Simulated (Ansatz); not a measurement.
## Nudged elastic band run: C$_{3}$H$_{7}$BN$_{2}$

input.yaml

```yaml
crystal:
  periodic: [false, false, false]
  atoms:
    - { symbol: B, position_ang: [-1.176285, -1.845345, 0.153782] }
    - { symbol: C, position_ang: [-0.76805, -0.418929, 0.425591] }
    - { symbol: C, position_ang: [0.28315, 0.246426, -0.18258] }
    - { symbol: "N", position_ang: [1.06658, -0.281016, -1.150062] }
    - { symbol: C, position_ang: [0.656253, 1.658743, 0.168559] }
    - { symbol: "N", position_ang: [0.226612, 2.368153, 1.127169] }
    - { symbol: H, position_ang: [-0.57439, -2.531571, -0.651345] }
    - { symbol: H, position_ang: [-2.110009, -2.354659, 0.726736] }
    - { symbol: H, position_ang: [-1.325247, 0.17949, 1.155048] }
    - { symbol: H, position_ang: [1.872818, 0.218556, -1.499595] }
    - { symbol: H, position_ang: [0.920788, -1.238561, -1.447125] }
    - { symbol: H, position_ang: [1.409114, 2.116058, -0.500796] }
    - { symbol: H, position_ang: [-0.460936, 1.847955, 1.689419] }
basis:
  gaussian: { orbitals: def2-SVP }
hamiltonian:
  xc: b3lyp
neb:
  order_check: false
  images: 7
  f_tol: 0.05
  max_iterations: 60
  final_atoms:
    - { symbol: B, position_ang: [-1.17593081, -1.98839227, 0.09201068] }
    - { symbol: C, position_ang: [-0.83853313, -0.59917559, 0.59179453] }
    - { symbol: C, position_ang: [0.12593094, 0.23485958, 0.05591841] }
    - { symbol: "N", position_ang: [0.86139653, -0.04132314, -1.05269608] }
    - { symbol: C, position_ang: [0.35972671, 1.57306064, 0.68067894] }
    - { symbol: "N", position_ang: [0.9550361, 2.57803838, 0.17549319] }
    - { symbol: H, position_ang: [-0.55899742, -2.49312381, -0.82654326] }
    - { symbol: H, position_ang: [-2.05519962, -2.64455326, 0.59642765] }
    - { symbol: H, position_ang: [-1.37380517, -0.17040841, 1.446018] }
    - { symbol: H, position_ang: [1.75532636, 0.41679208, -1.18243126] }
    - { symbol: H, position_ang: [0.75970349, -0.96050971, -1.4692837] }
    - { symbol: H, position_ang: [-0.05748718, 1.67440001, 1.69494696] }
    - { symbol: H, position_ang: [1.2632312, 2.38563549, -0.78753305] }
  initial_path:
    images:
      - { positions_ang: [[-1.176285, -1.845345, 0.153782], [-0.76805, -0.418929, 0.425591], [0.28315, 0.246426, -0.18258], [1.06658, -0.281016, -1.150062], [0.656253, 1.658743, 0.168559], [0.226612, 2.368153, 1.127169], [-0.57439, -2.531571, -0.651345], [-2.110009, -2.354659, 0.726736], [-1.325247, 0.17949, 1.155048], [1.872818, 0.218556, -1.499595], [0.920788, -1.238561, -1.447125], [1.409114, 2.116058, -0.500796], [-0.460936, 1.847955, 1.689419]] }
      - { positions_ang: [[-1.1885082, -1.87344905, 0.12101307], [-0.84313574, -0.4079357, 0.36438396], [0.21870723, 0.26316086, -0.17439085], [1.10955043, -0.28348219, -1.05496093], [0.53212507, 1.68508422, 0.15682654], [0.43172831, 2.34173778, 1.08662502], [-0.52533381, -2.55932322, -0.56745031], [-2.15136801, -2.35984448, 0.61728464], [-1.47719372, 0.17560211, 1.02337831], [1.91284676, 0.22432481, -1.36135699], [0.9726057, -1.25053906, -1.36645807], [0.94840986, 2.20826403, -0.47977115], [0.07996412, 1.80169988, 1.64967777]] }
      - { positions_ang: [[-1.2007314, -1.90155309, 0.08824415], [-0.91822148, -0.3969424, 0.30317691], [0.15426447, 0.27989572, -0.1662017], [1.15252086, -0.28594839, -0.95985987], [0.40799715, 1.71142543, 0.14509409], [0.63684461, 2.31532255, 1.04608103], [-0.47627762, -2.58707544, -0.48355561], [-2.19272702, -2.36502995, 0.50783327], [-1.62914045, 0.17171423, 0.89170861], [1.95287551, 0.23009363, -1.22311899], [1.0244234, -1.26251712, -1.28579113], [0.48770572, 2.30047006, -0.45874629], [0.62086424, 1.75544477, 1.60993654]] }
      - { positions_ang: [[-1.2129546, -1.92965714, 0.05547522], [-0.99330722, -0.38594909, 0.24196987], [0.0898217, 0.29663058, -0.15801255], [1.19549129, -0.28841458, -0.8647588], [0.28386922, 1.73776665, 0.13336163], [0.84196092, 2.28890733, 1.00553705], [-0.42722143, -2.61482766, -0.39966092], [-2.23408603, -2.37021543, 0.39838191], [-1.78108717, 0.16782634, 0.76003892], [1.99290427, 0.23586244, -1.08488098], [1.0762411, -1.27449518, -1.2051242], [0.02700158, 2.39267609, -0.43772144], [1.16176436, 1.70918965, 1.5701953]] }
      - { positions_ang: [[-1.22517779, -1.95776118, 0.02270629], [-1.06839296, -0.37495579, 0.18076282], [0.02537894, 0.31336544, -0.1498234], [1.23846172, -0.29088078, -0.76965774], [0.1597413, 1.76410786, 0.12162918], [1.04707722, 2.2624921, 0.96499306], [-0.37816524, -2.64257989, -0.31576623], [-2.27544504, -2.3754009, 0.28893055], [-1.9330339, 0.16393846, 0.62836922], [2.03293303, 0.24163126, -0.94664298], [1.1280588, -1.28647324, -1.12445726], [-0.43370256, 2.48488212, -0.41669658], [1.70266448, 1.66293454, 1.53045407]] }
      - { positions_ang: [[-1.21286605, -1.96541895, 0.04003239], [-1.010928, -0.43101074, 0.28352075], [0.05051694, 0.29373898, -0.09838795], [1.14419542, -0.22849137, -0.84041732], [0.20973765, 1.71634606, 0.26139162], [1.02406694, 2.34137867, 0.7676181], [-0.42337329, -2.60521587, -0.44346048], [-2.22038368, -2.44268899, 0.36580482], [-1.79322672, 0.08035174, 0.83278142], [1.96353136, 0.28542146, -1.00559005], [1.03596997, -1.20498236, -1.21066387], [-0.33964871, 2.28226159, 0.1112143], [1.59280616, 1.84360977, 0.95095729]] }
      - { positions_ang: [[-1.2005543, -1.97307672, 0.05735849], [-0.95346304, -0.48706569, 0.38627868], [0.07565494, 0.27411251, -0.0469525], [1.04992912, -0.16610196, -0.91117691], [0.259734, 1.66858425, 0.40115406], [1.00105666, 2.42026524, 0.57024313], [-0.46858133, -2.56785185, -0.57115474], [-2.16532233, -2.50997708, 0.4426791], [-1.65341954, -0.00323498, 1.03719361], [1.8941297, 0.32921167, -1.06453712], [0.94388114, -1.12349147, -1.29687048], [-0.24559487, 2.07964106, 0.63912519], [1.48294784, 2.02428501, 0.37146051]] }
      - { positions_ang: [[-1.18824255, -1.9807345, 0.07468458], [-0.89599808, -0.54312064, 0.4890366], [0.10079294, 0.25448605, 0.00448296], [0.95566283, -0.10371255, -0.98193649], [0.30973036, 1.62082245, 0.5409165], [0.97804638, 2.49915181, 0.37286816], [-0.51378938, -2.53048783, -0.698849], [-2.11026097, -2.57726517, 0.51955337], [-1.51361236, -0.08682169, 1.24160581], [1.82472803, 0.37300187, -1.12348419], [0.85179232, -1.04200059, -1.38307709], [-0.15154102, 1.87702053, 1.16703607], [1.37308952, 2.20496025, -0.20803627]] }
      - { positions_ang: [[-1.17593081, -1.98839227, 0.09201068], [-0.83853313, -0.59917559, 0.59179453], [0.12593094, 0.23485958, 0.05591841], [0.86139653, -0.04132314, -1.05269608], [0.35972671, 1.57306064, 0.68067894], [0.9550361, 2.57803838, 0.17549319], [-0.55899742, -2.49312381, -0.82654326], [-2.05519962, -2.64455326, 0.59642765], [-1.37380517, -0.17040841, 1.446018], [1.75532636, 0.41679208, -1.18243126], [0.75970349, -0.96050971, -1.4692837], [-0.05748718, 1.67440001, 1.69494696], [1.2632312, 2.38563549, -0.78753305]] }
```

Run as:

```bash
$ ansatz run input.yaml --threads 2 --pin off --max-ram 3072MiB --backend cpu --events-out ev --progress --plain --runs-dir out
```

Output, in part (warnings, iteration lines, the closing report on the highest movable image, with atoms numbered from 0):

```
NEB end point (image 0): max|allowed force component| = 7.631e-3 eV/Å (the criterion of neb.relax_end_points is 1.000e-2)
NEB end point (image 8): max|allowed force component| = 5.284e-3 eV/Å (the criterion of neb.relax_end_points is 1.000e-2)
NEB iter   1: max|band force component| = 5.006e1 eV/Å  barrier→ = 19.3663 eV  barrier← = 19.3776 eV  Δτ_max = 0.2000 Å  (251 SCF iters)
NEB iter   2: max|band force component| = 1.738e1 eV/Å  barrier→ = 6.5100 eV  barrier← = 6.5214 eV  Δτ_max = 0.1977 Å  (230 SCF iters)
NEB iter   3: max|band force component| = 9.865e0 eV/Å  barrier→ = 3.3596 eV  barrier← = 3.3709 eV  Δτ_max = 0.1971 Å  (215 SCF iters)
NEB iter   4: max|band force component| = 4.029e0 eV/Å  barrier→ = 1.0484 eV  barrier← = 1.0597 eV  Δτ_max = 0.1951 Å  (217 SCF iters)
NEB iter   5: max|band force component| = 2.166e0 eV/Å  barrier→ = 0.2052 eV  barrier← = 0.2165 eV  Δτ_max = 0.0870 Å  (218 SCF iters)
NEB iter   6: max|band force component| = 9.476e-1 eV/Å  barrier→ = 0.1742 eV  barrier← = 0.1855 eV  Δτ_max = 0.0660 Å  (225 SCF iters)
NEB iter   7: max|band force component| = 5.926e-1 eV/Å  barrier→ = 0.1723 eV  barrier← = 0.1837 eV  Δτ_max = 0.0349 Å  (213 SCF iters)
NEB iter   8: max|band force component| = 1.276e-1 eV/Å  barrier→ = 0.1717 eV  barrier← = 0.1830 eV  CI = image 3  Δτ_max = 0.1093 Å  (192 SCF iters)
NEB iter   9: max|band force component| = 2.662e-1 eV/Å  barrier→ = 0.1781 eV  barrier← = 0.1894 eV  CI = image 3  Δτ_max = 0.0546 Å  (221 SCF iters)
NEB iter  10: max|band force component| = 1.484e-1 eV/Å  barrier→ = 0.1792 eV  barrier← = 0.1905 eV  CI = image 3  Δτ_max = 0.0219 Å  (215 SCF iters)
NEB iter  11: max|band force component| = 8.084e-2 eV/Å  barrier→ = 0.1792 eV  barrier← = 0.1906 eV  CI = image 3  Δτ_max = 0.0352 Å  (207 SCF iters)
NEB iter  12: max|band force component| = 8.963e-2 eV/Å  barrier→ = 0.1791 eV  barrier← = 0.1905 eV  CI = image 3  Δτ_max = 0.0176 Å  (191 SCF iters)
NEB iter  13: max|band force component| = 5.293e-2 eV/Å  barrier→ = 0.1791 eV  barrier← = 0.1904 eV  CI = image 3  Δτ_max = 0.0178 Å  (184 SCF iters)
NEB iter  14: max|band force component| = 6.068e-2 eV/Å  barrier→ = 0.1791 eV  barrier← = 0.1904 eV  CI = image 3  Δτ_max = 0.0087 Å  (176 SCF iters)
NEB iter  15: max|band force component| = 2.302e-2 eV/Å  barrier→ = 0.1791 eV  barrier← = 0.1904 eV  CI = image 3  Δτ_max = 0.0000 Å  (383 SCF iters)
Total energy: -6875.03100511 eV, -252.6527293744 hartree
Atom 0 at    -1.246421    -1.872823     0.055134 Å, force    -0.001150    -0.001522    -0.002121 eV/Å
Atom 1 at    -0.992349    -0.399957     0.255449 Å, force     0.003878     0.000896     0.002228 eV/Å
Atom 2 at     0.138478     0.273490    -0.174680 Å, force     0.002148     0.002428     0.003428 eV/Å
Atom 3 at     1.180014    -0.282232    -0.832676 Å, force    -0.003348    -0.001385    -0.005283 eV/Å
Atom 4 at     0.289289     1.748793     0.079829 Å, force    -0.001795     0.004339    -0.005398 eV/Å
Atom 5 at     0.867803     2.279782     1.077438 Å, force    -0.000773    -0.007090    -0.000780 eV/Å
Atom 6 at    -0.441533    -2.578850    -0.524885 Å, force     0.000500    -0.000391     0.001354 eV/Å
Atom 7 at    -2.253848    -2.402781     0.460542 Å, force    -0.000910     0.000225    -0.000091 eV/Å
Atom 8 at    -1.722500     0.233365     0.770497 Å, force    -0.001184    -0.000753    -0.001273 eV/Å
Atom 9 at     1.975015     0.268510    -1.124803 Å, force     0.000588     0.001049     0.002730 eV/Å
Atom 10 at     1.157987    -1.270380    -1.059642 Å, force    -0.000333     0.000990     0.001550 eV/Å
Atom 11 at    -0.158824     2.415101    -0.680566 Å, force    -0.001291    -0.000389    -0.001243 eV/Å
Atom 12 at     1.227288     1.553281     1.713166 Å, force     0.003671     0.001603     0.004900 eV/Å
Dipole moment:     0.572689     0.039550    -0.346858 e Å
```

The run converged. Beside the main top the profile has a ripple of under 15 meV (maxima at images 3, 7), which may be a very shallow well or noise. A vibrational analysis at the climbing image gives one clearly imaginary mode, 136i cm⁻¹: a first-order saddle point.

Final band (atoms are numbered from 1 in the order of the input):

```tsv
image	path coordinate (Å)	energy (eV)	dihedral N4–C3–C5–H12 (°)
0	0.00	0.000	8
1	0.93	0.025	34
2	1.87	0.117	62
3	2.80	0.179	93
4	3.57	0.130	120
5	4.35	0.034	145
6	5.12	-0.011	164
7	5.90	0.004	180
8	6.68	-0.011	-166
```

The run took 6.2 min on 2 threads of Arm Neoverse V1, on a shared host, peak memory 0.3 GiB.
